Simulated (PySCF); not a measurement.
B3LYP has the VWN-RPA correlation part, as in Gaussian. Excitations are Tamm–Dancoff values on a coarser integration grid. The basis has no diffuse functions, so Rydberg states are missing or too high.

**CH2AlN, SMILES `N#[C][AlH2]` (charge 0, multiplicity 1)**

These are B3LYP-D3(BJ)/def2-TZVP (PySCF) values and carry that method's errors.

```
Property                                                        Result
--------------------------------------  ------------------------------
HOMO                                                          -9.05 eV
dipole moment                                                   3.41 D
LUMO                                                          -2.79 eV
HOMO–LUMO gap                                                  6.27 eV
S1 excitation (TDA)                                            5.08 eV
S1 oscillator strength                                           0.000
T1 excitation (TDA)                                            4.72 eV
S1–T1 gap (TDA)                                                0.35 eV
vertical ionisation energy (Delta-SCF)                        11.50 eV
total energy                                              -336.5417 Ha
cost                                    around 40 core-seconds (rough)
```

Bond lengths (Å): N1–C2 1.155, C2–Al3 1.938, Al3–H4 1.567, Al3–H5 1.567. Angles (°): N1–C2–Al3 179.9, C2–Al3–H4 117.0, C2–Al3–H5 117.0, H4–Al3–H5 126.0.
